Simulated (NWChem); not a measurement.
Species: SnIF3; SMILES [F][Sn]([F])([F])[I]

```xyz
5

F      1.2457     1.2457    -1.6612
Sn     0.0000     0.0000    -0.9155
F      0.4560    -1.7017    -1.6612
F     -1.7017     0.4560    -1.6612
I      0.0000     0.0000     1.7099
```
Atoms are numbered in this order, from 1.

Program: NWChem. Medium grid unless said otherwise, to which SCAN and Minnesota functionals are sensitive. All runs use the structure optimised with PBE0/def2-SVP. def2 effective core potentials on Sn, I; no spin-orbit coupling.

Task: Predict the results for MN15-L/def2-SVP. Quantities: highest occupied level (eV); orbital gap (eV); dipole (D).

Result: 
| Property | Value |
|---|---|
| highest occupied level (eV) | -8.13 |
| orbital gap (eV) | 4.04 |
| dipole (D) | 3.08 |
